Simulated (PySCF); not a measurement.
# `C[P@](=O)([O-])c1ccccn1`: 4 charge schemes on one density

C₆H₇NO₂P (charge -1).
SMILES with atom numbers: `[CH3:1][P@:2](=[O:3])([O-:4])[c:5]1[cH:6][cH:7][cH:8][cH:9][n:10]1` (hydrogens: H11, H12, H13 on C1; H14 on C6; H15 on C7; H16 on C8; H17 on C9)

Structure used (PBE0-D3(BJ)/def2-SVP), in Å, numbered top down from 1:
```
atom  x, y, z in Å
C1    -2.365   -1.322    0.300
P2    -1.802    0.353    0.802
O3    -2.011    0.531    2.288
O4    -2.283    1.367   -0.211
C5     0.040    0.243    0.565
C6     0.782    1.401    0.871
C7     2.159    1.395    0.721
C8     2.777    0.225    0.266
C9     1.966   -0.871   -0.012
N10    0.641   -0.872    0.129
H11   -2.128   -1.519   -0.755
H12   -1.909   -2.098    0.930
H13   -3.458   -1.340    0.437
H14    0.243    2.285    1.221
H15    2.752    2.285    0.952
H16    3.860    0.165    0.131
H17    2.417   -1.807   -0.371
```

Density: PBE0/pcSseg-1 (PySCF); schemes: Mulliken, IAO, Hirshfeld and ESP-fitted. Geometry: PBE0-D3(BJ)/def2-SVP, one conformer, isolated ion. The pcSseg-1 basis has no diffuse functions, a weakness for an anion.

At which atom do the 4 schemes differ most?

At P2: from +0.337 (Hirshfeld) to +1.710 e (IAO), 1.373 e apart.

Which atoms carry the lowest charge in the Mulliken, IAO, Hirshfeld and ESP-fitted schemes?

All schemes pick atoms of one kind: Mulliken O3 and O4 (-0.715); IAO O3 and O4 (-1.005); Hirshfeld O4 (-0.499); ESP-fitted O3 (-0.811).

What partial charge does each atom carry?

In e:

```csv
atom,environment,Mulliken,IAO,Hirshfeld,ESP-fitted
C1,sp3 carbon bound to phosphorus,-0.543,-0.703,-0.196,-0.646
P2,phosphoryl phosphorus,+1.138,+1.710,+0.337,+1.114
O3,oxygen bonded to P,-0.715,-1.005,-0.498,-0.811
O4,oxygen bonded to P,-0.715,-1.005,-0.499,-0.810
C5,substituted aromatic carbon,-0.116,-0.122,+0.016,+0.440
C6,aromatic CH carbon,-0.105,-0.158,-0.052,-0.515
C7,aromatic CH carbon,-0.029,-0.142,-0.056,+0.214
C8,aromatic CH carbon,-0.211,-0.214,-0.088,-0.565
C9,aromatic CH next to a ring nitrogen,+0.122,-0.026,-0.011,+0.403
N10,pyridine-type nitrogen,-0.455,-0.299,-0.166,-0.641
H11,methyl hydrogen,+0.110,+0.139,+0.020,+0.114
H12,methyl hydrogen,+0.110,+0.139,+0.020,+0.113
H13,methyl hydrogen,+0.109,+0.135,+0.026,+0.155
H14,aromatic hydrogen,+0.090,+0.161,+0.049,+0.183
H15,aromatic hydrogen,+0.073,+0.133,+0.038,+0.064
H16,aromatic hydrogen,+0.066,+0.131,+0.031,+0.172
H17,aromatic hydrogen,+0.073,+0.127,+0.029,+0.014
```

Mean size of the charges over all atoms: ESP-fitted 0.410 e, IAO 0.373 e, Mulliken 0.281 e, Hirshfeld 0.125 e. Each set sums to the total charge, -1, to within 0.001 e. The Mulliken scheme counts on each atom the diagonal of the density matrix times the overlap matrix over that atom's basis functions.

How closely do the schemes follow one another over all atoms?

Correlation coefficient and root-mean-square difference: Mulliken with IAO 0.98, 0.188 e; IAO with Hirshfeld 0.93, 0.406 e; Mulliken with Hirshfeld 0.93, 0.245 e; Mulliken with ESP-fitted 0.91, 0.221 e; IAO with ESP-fitted 0.86, 0.292 e; Hirshfeld with ESP-fitted 0.86, 0.357 e.

How many electrons does the Mulliken scheme count on O3?

Z − q = 8 − (-0.715) = 8.715.
